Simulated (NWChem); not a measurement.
System: TeO, triplet; SMILES O=[Te]

```xyz
2

O      0.0000     0.0000    -1.6039
Te     0.0000     0.0000     0.2468
```
Atoms are numbered in this order, from 1.

Computed with NWChem. Spin-unrestricted. All runs use the structure optimised with PBE0/def2-SVP, spin-unrestricted. No stability test was run on the SCF state. def2 effective core potentials on Te; no spin-orbit coupling. B3LYP is NWChem's, with the RPA form of VWN correlation. Total energies compare along this basis series because the functional is fixed.

```
level             basis functions  energy (Ha)  highest occupied level (eV)  lowest empty minus highest occupied level, either spin (eV)  dipole (D)  relative time
----------------  ---------------  -----------  ---------------------------  -----------------------------------------------------------  ----------  -------------
B3LYP/def2-SVP                 40    -343.2026                        -6.64                                                         2.99        2.83              1
B3LYP/def2-SVPD                58    -343.2174                        -6.94                                                         2.91        3.09              1
B3LYP/def2-TZVP                81    -343.3211                        -6.85                                                         2.96        3.03              4
B3LYP/def2-TZVPD               99    -343.3229                        -6.91                                                         2.94        3.02              6
B3LYP/def2-TZVPP               81    -343.3211                        -6.85                                                         2.96        3.03              4
B3LYP/def2-QZVP               139    -343.3289                        -6.90                                                         2.94        3.02             30
```

Relative times are rough (shared machine, one core).
